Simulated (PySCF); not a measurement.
**Exercise with solution: oscillator strength and radiative lifetime**

Ge(H)2(F)(Et) (C2H7FGe), SMILES [F][GeH2][CH2]C.

The structure is a stationary point at B3LYP-D3(BJ)/def2-SVP. The values are those of a single conformer.

TDA-B3LYP/def2-SVPD run with PySCF puts the first singlet state with f over 0.02 at 8.21 eV (vertical), with the transition dipole (-0.796, -0.480, -0.114) in atomic units.

### Question
Find the oscillator strength, the wavelength and the radiative lifetime that this transition would have in vacuum if emission retraced absorption.

### Answer

|μ|² = 0.8770 au, so |μ| = 2.38 D. ΔE = 8.21/27.211 = 0.3017 hartree. f = (2/3) ΔE |μ|² = 0.176 (the program prints 0.176).
λ = 1239.84/8.21 = 151 nm; ν = 66218 cm⁻¹.
Einstein's coefficient A = 0.6670 ν² f s⁻¹ (ν in cm⁻¹) = 5.2e8 s⁻¹, so τ = 1/A = 1.9 ns. This state is S4; the lower singlets have f = 0.006, 0.008, 0.000. The figure is the radiative limit of this one transition; relaxation, internal conversion, crossing to triplets and a medium change what is measured.
